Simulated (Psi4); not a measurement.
A run for Psi4: SAPT0/aug-cc-pVDZ on GaH5O (a complex), monomers drawn apart or pushed together.

```
memory 8100 MB

molecule dimer {
0 1
Ga    0.39670289   -0.37607595    0.68515695
H     1.88289631   -0.09762483    1.12264838
H    -0.22924294   -1.81109929    0.85260488
H    -0.28718893    0.62612580   -0.33037689
--
0 1
O    -0.92886325    0.83828190    3.23060967
H    -1.89059478    0.76592595    3.19210381
H    -0.72411553    1.77715717    3.32139314
units angstrom
symmetry c1
no_reorient
no_com
}

set {
  basis aug-cc-pVDZ
  scf_type df
  freeze_core true
}

energy('sapt0')
```

It printed:

```
[...]
==> Input File <==

--------------------------------------------------------------------------
memory 8100 MB

molecule dimer {
0 1
Ga    0.39670289   -0.37607595    0.68515695
H     1.88289631   -0.09762483    1.12264838
H    -0.22924294   -1.81109929    0.85260488
H    -0.28718893    0.62612580   -0.33037689
--
0 1
O    -0.92886325    0.83828190    3.23060967
H    -1.89059478    0.76592595    3.19210381
H    -0.72411553    1.77715717    3.32139314
units angstrom
symmetry c1
no_reorient
no_com
}

set {
  basis aug-cc-pVDZ
  scf_type df
  freeze_core true
}

energy('sapt0')
--------------------------------------------------------------------------


   => Loading Basis Set <=

    Name: AUG-CC-PVDZ
    Role: ORBITAL
    Keyword: BASIS
    atoms 1        entry GA         line  2890 file aug-cc-pvdz.gbs
    atoms 2-4, 6-7 entry H          line    40 file aug-cc-pvdz.gbs
    atoms 5        entry O          line   254 file aug-cc-pvdz.gbs

   => Loading Basis Set <=

    Name: AUG-CC-PVDZ
    Role: ORBITAL
    Keyword: BASIS
    atoms 1        entry GA         line  2890 file aug-cc-pvdz.gbs
    atoms 2-4, 6-7 entry H          line    40 file aug-cc-pvdz.gbs
    atoms 5        entry O          line   254 file aug-cc-pvdz.gbs


  //>>>>>>>>>>>>>>>>>>>>>>>>>>>>>>>>>>>//
  //              Dimer HF             //
  //<<<<<<<<<<<<<<<<<<<<<<<<<<<<<<<<<<<//

   => Libint2 <=

    Primary   basis highest AM E, G, H:  7, 6, 3
    Auxiliary basis highest AM E, G, H:  7, 7, 4
    Onebody   basis highest AM E, G, H:  -, -, -
    Solid Harmonics ordering:            Gaussian


   => Loading Basis Set <=

    Name: AUG-CC-PVDZ
    Role: ORBITAL
    Keyword: BASIS
    atoms 1        entry GA         line  2890 file aug-cc-pvdz.gbs
    atoms 2-4, 6-7 entry H          line    40 file aug-cc-pvdz.gbs
    atoms 5        entry O          line   254 file aug-cc-pvdz.gbs


         ---------------------------------------------------------
                                   SCF
               by Justin Turney, Rob Parrish, Andy Simmonett
                          and Daniel G. A. Smith
                              RHF Reference
                        4 Threads,   7724 MiB Core
         ---------------------------------------------------------

  ==> Geometry <==

    Molecular point group: c1
    Full point group: C1

    Geometry (in Angstrom), charge = 0, multiplicity = 1:

       Center              X                  Y                   Z               Mass
    ------------   -----------------  -----------------  -----------------  -----------------
         GA           0.396702890000    -0.376075950000     0.685156950000    68.925573500000
         H            1.882896310000    -0.097624830000     1.122648380000     1.007825032230
         H           -0.229242940000    -1.811099290000     0.852604880000     1.007825032230
         H           -0.287188930000     0.626125800000    -0.330376890000     1.007825032230
         O           -0.928863250000     0.838281900000     3.230609670000    15.994914619570
         H           -1.890594780000     0.765925950000     3.192103810000     1.007825032230
         H           -0.724115530000     1.777157170000     3.321393140000     1.007825032230

  Running in c1 symmetry.

  Rotational constants: A =      0.35036  B =      0.07007  C =      0.06047 [cm^-1]
  Rotational constants: A =  10503.41144  B =   2100.55042  C =   1812.71650 [MHz]
  Nuclear repulsion =   96.465668090935509

  Charge       = 0
  Multiplicity = 1
  Electrons    = 44
  Nalpha       = 22
  Nbeta        = 22

  ==> Algorithm <==

  SCF Algorithm Type is DF.
  DIIS enabled.
  MOM disabled.
  Fractional occupation disabled.
  Guess Type is SAD.
  Energy threshold   = 1.00e-08
  Density threshold  = 1.00e-08
  Integral threshold = 1.00e-12

  ==> Primary Basis <==

  Basis Set: AUG-CC-PVDZ
    Blend: AUG-CC-PVDZ
    Number of shells: 48
    Number of basis functions: 104
    Number of Cartesian functions: 109
    Spherical Harmonics?: true
    Max angular momentum: 2

   => Loading Basis Set <=

    Name: (AUG-CC-PVDZ AUX)
    Role: JKFIT
    Keyword: DF_BASIS_SCF
    atoms 1        entry GA         line   936 file aug-cc-pvdz-jkfit.gbs
    atoms 2-4, 6-7 entry H          line    70 file aug-cc-pvdz-jkfit.gbs
    atoms 5        entry O          line   270 file aug-cc-pvdz-jkfit.gbs

  ==> Integral Setup <==

  DFHelper Memory: AOs need 0.039 GiB; user supplied 5.658 GiB.
  SCF_SUBTYPE=INCORE selected. In-core MEM_DF algorithm will be used.
  Using in-core AOs.

  ==> MemDFJK: Density-Fitted J/K Matrices <==

    J tasked:                   Yes
    K tasked:                   Yes
    wK tasked:                   No
    OpenMP threads:               4
    Algorithm:                 Core
    Schwarz Cutoff:           1E-12
    Mask sparsity (%):       0.0000
    Fitting Condition:        1E-10

   => Auxiliary Basis Set <=

  Basis Set: (AUG-CC-PVDZ AUX)
    Blend: AUG-CC-PVDZ-JKFIT
    Number of shells: 140
 
[...]
3.889178    97A     14.002501    98A     14.097308
      99A     14.097575   100A     30.551914   101A    100.720894
     102A    101.335252   103A    101.348656   104A    543.729297

    Final Occupation by Irrep:
              A
    DOCC [     5 ]
    NA   [     5 ]
    NB   [     5 ]

  @DF-RHF Final Energy:   -76.04088615616881

   => Energetics <=

    Nuclear Repulsion Energy =              9.1135153823754695
    One-Electron Energy =                -122.8377973153346971
    Two-Electron Energy =                  37.6833957767904195
    Total Energy =                        -76.0408861561688099

Computation Completed


Properties will be evaluated at   0.000000,   0.000000,   0.000000 [a0]

Properties computed using the SCF density matrix


 Multipole Moments:

 ------------------------------------------------------------------------------------
     Multipole            Electronic (a.u.)      Nuclear  (a.u.)        Total (a.u.)
 ------------------------------------------------------------------------------------

 L = 1.  Multiply by 2.5417464519 to convert [e a0] to [Debye]
 Dipole X            :         18.4755421          -18.9834636           -0.5079215
 Dipole Y            :        -16.8972106           17.4787163            0.5815057
 Dipole Z            :        -61.1140754           61.1484653            0.0343899
 Magnitude           :                                                    0.7728621

 ------------------------------------------------------------------------------------

  Constructing Basis Sets for SAPT...

   => Loading Basis Set <=

    Name: (AUG-CC-PVDZ AUX)
    Role: RIFIT
    Keyword: DF_BASIS_SAPT
    atoms 1        entry GA         line   690 file aug-cc-pvdz-ri.gbs
    atoms 2-4, 6-7 entry H          line    30 file aug-cc-pvdz-ri.gbs
    atoms 5        entry O          line   204 file aug-cc-pvdz-ri.gbs

   => Loading Basis Set <=

    Name: (AUG-CC-PVDZ AUX)
    Role: JKFIT
    Keyword: DF_BASIS_ELST
    atoms 1        entry GA         line   936 file aug-cc-pvdz-jkfit.gbs
    atoms 2-4, 6-7 entry H          line    70 file aug-cc-pvdz-jkfit.gbs
    atoms 5        entry O          line   270 file aug-cc-pvdz-jkfit.gbs


  //>>>>>>>>>>>>>>>>>>>>>>>>>>>>>>>>>>>//
  //               SAPT0               //
  //<<<<<<<<<<<<<<<<<<<<<<<<<<<<<<<<<<<//



        SAPT0
    Ed Hohenstein
     6 June 2009

      Orbital Information
  --------------------------
    NSO        =       104
    NMO        =       104
    NRI        =       317
    NRI (Elst) =       440
    NOCC A     =        17
    NOCC B     =         5
    FOCC A     =         9
    FOCC B     =         1
    NVIR A     =        87
    NVIR B     =        99

    Elst10,r            =    -0.009613006839 [Eh]
    Exch10              =     0.002439579433 [Eh]
    Exch10 (S^2)        =     0.002435910828 [Eh]

    Maxiter = 50
    CPHF R converge = 1.000000E-08

    Iter     Energy [mEh]          dE [mEh]         Residual      Time [s]
       1      -0.45623007       0.456230068     2.526486e-03             0
       2      -0.51153803       0.055307962     7.015659e-04             0
       3      -0.51533970       0.003801669     1.546126e-04             0
       4      -0.51356228      -0.001777423     3.475529e-05             0
       5      -0.51382609       0.000263811     7.625336e-06             0
       6      -0.51380902      -0.000017071     9.609074e-07             0
       7      -0.51380734      -0.000001676     1.386457e-07             0
       8      -0.51380807       0.000000730     1.637433e-08             0
       9      -0.51380795      -0.000000124     2.414788e-09             0

    CHF Iterations converged

    Maxiter = 50
    CPHF R converge = 1.000000E-08

    Iter     Energy [mEh]          dE [mEh]         Residual      Time [s]
       1      -2.55583804       2.555838036     7.862851e-03             0
       2      -3.08260273       0.526764691     3.098786e-03             0
       3      -3.12570747       0.043104742     8.044898e-04             0
       4      -3.11347009      -0.012237377     1.998318e-04             0
       5      -3.11205683      -0.001413266     3.382698e-05             0
       6      -3.11278512       0.000728293     7.091298e-06             0
       7      -3.11264888      -0.000136239     1.346797e-06             0
       8      -3.11266638       0.000017502     1.997543e-07             0
       9      -3.11266489      -0.000001489     2.925629e-08             0
      10      -3.11266494       0.000000049     5.216028e-09             0

    CHF Iterations converged

    Ind20,r (A<-B)      =    -0.000513807945 [Eh]
    Ind20,r (B<-A)      =    -0.003112664942 [Eh]
    Ind20,r             =    -0.003626472887 [Eh]
    Exch-Ind20,r (A<-B) =     0.000157828371 [Eh]
    Exch-Ind20,r (B<-A) =     0.001980052993 [Eh]
    Exch-Ind20,r        =     0.002137881364 [Eh]
    Disp20              =    -0.001867792769 [Eh]
    Disp20 (SS)         =    -0.000933896384 [Eh]
    Disp20 (OS)         =    -0.000933896384 [Eh]
    Exch-Disp20         =     0.000158587385 [Eh]
    Exch-Disp20 (SS)    =     0.000097065724 [Eh]
    Exch-Disp20 (OS)    =     0.000061521661 [Eh]

    SAPT Results
  --------------------------------------------------------------------------------------------------------
    Electrostatics                 -9.61300684 [mEh]      -6.03225286 [kcal/mol]     -25.23894598 [kJ/mol]
      Elst10,r                     -9.61300684 [mEh]      -6.03225286 [kcal/mol]     -25.23894598 [kJ/mol]

    Exchange                        2.43957943 [mEh]       1.53085921 [kcal/mol]       6.40511492 [kJ/mol]
      Exch10                        2.43957943 [mEh]       1.53085921 [kcal/mol]       6.40511492 [kJ/mol]
      Exch10(S^2)                   2.43591083 [mEh]       1.52855712 [kcal/mol]       6.39548300 [kJ/mol]

    Induction                      -1.87278921 [mEh]      -1.17519297 [kcal/mol]      -4.91700738 [kJ/mol]
      Ind20,r                      -3.62647289 [mEh]      -2.27564609 [kcal/mol]      -9.52130325 [kJ/mol]
      Exch-Ind20,r                  2.13788136 [mEh]       1.34154081 [kcal/mol]       5.61300675 [kJ/mol]
      delta HF,r (2)               -0.38419768 [mEh]      -0.24108769 [kcal/mol]      -1.00871088 [kJ/mol]

    Dispersion                     -1.70920538 [mEh]      -1.07254257 [kcal/mol]      -4.48751812 [kJ/mol]
      Disp20                       -1.86779277 [mEh]      -1.17205766 [kcal/mol]      -4.90388924 [kJ/mol]
      Exch-Disp20                   0.15858738 [mEh]       0.09951509 [kcal/mol]       0.41637112 [kJ/mol]
      Disp20 (SS)                  -0.93389638 [mEh]      -0.58602883 [kcal/mol]      -2.45194462 [kJ/mol]
      Disp20 (OS)                  -0.93389638 [mEh]      -0.58602883 [kcal/mol]      -2.45194462 [kJ/mol]
      Exch-Disp20 (SS)              0.09706572 [mEh]       0.06090966 [kcal/mol]       0.25484602 [kJ/mol]
      Exch-Disp20 (OS)              0.06152166 [mEh]       0.03860543 [kcal/mol]       0.16152510 [kJ/mol]

  Total HF                         -9.04621661 [mEh]      -5.67658663 [kcal/mol]     -23.75083844 [kJ/mol]
  Total SAPT0                     -10.75542200 [mEh]      -6.74912920 [kcal/mol]     -28.23835656 [kJ/mol]

  Special recipe for scaled SAPT0 (see Manual):
    Electrostatics sSAPT0          -9.61300684 [mEh]      -6.03225286 [kcal/mol]     -25.23894598 [kJ/mol]
    Exchange sSAPT0                 2.43957943 [mEh]       1.53085921 [kcal/mol]       6.40511492 [kJ/mol]
    Induction sSAPT0               -1.86311538 [mEh]      -1.16912255 [kcal/mol]      -4.89160875 [kJ/mol]
    Dispersion sSAPT0              -1.70848778 [mEh]      -1.07209227 [kcal/mol]      -4.48563405 [kJ/mol]
  Total sSAPT0                    -10.74503057 [mEh]      -6.74260848 [kcal/mol]     -28.21107387 [kJ/mol]
  --------------------------------------------------------------------------------------------------------



*** Psi4 exiting successfully. Buy a developer a beer!
```

The run finished.

Cost: very roughly 30 core-seconds.
